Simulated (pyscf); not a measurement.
A first-order saddle from PySCF, ωB97X-D3(BJ)/def2-SVPD:

```
C
H 1 1.1004
C 1 1.4176 2 126.15
H 3 1.0982 1 121.47 2 -147.22
H 3 1.1218 4 112.46 1 -172.31
C 1 1.4527 2 129.44 3 118.73
H 6 1.1059 1 123.12 2 -71.47
H 6 1.1156 7 112.08 1 -173.23
```
Charge -1, spin multiplicity 1.

Surface: singlet, charge -1. Lowest wavenumbers (cm⁻¹): 854i, 510, 601, 704, 827.

### Question
What reaction is this the transition state of?

### Answer
H₂C=CH–CH₂⁻ <-> cyclic C₃H₅- (SMILES [CH-]1CC1), a ring closure read from left to right: none broken and C–C formed. At CCSD(T)/def2-TZVPPD + ΔMP2(QZVPPD) it lies +59.2 kcal/mol from the left side and +29.9 kcal/mol from the right (each side as separated species at their lowest minima found). This is the saddle that the search found; another between the same sides may lie lower. The CCSD(T) − MP2 part came from Ansatz, without density fitting, on the same reference.
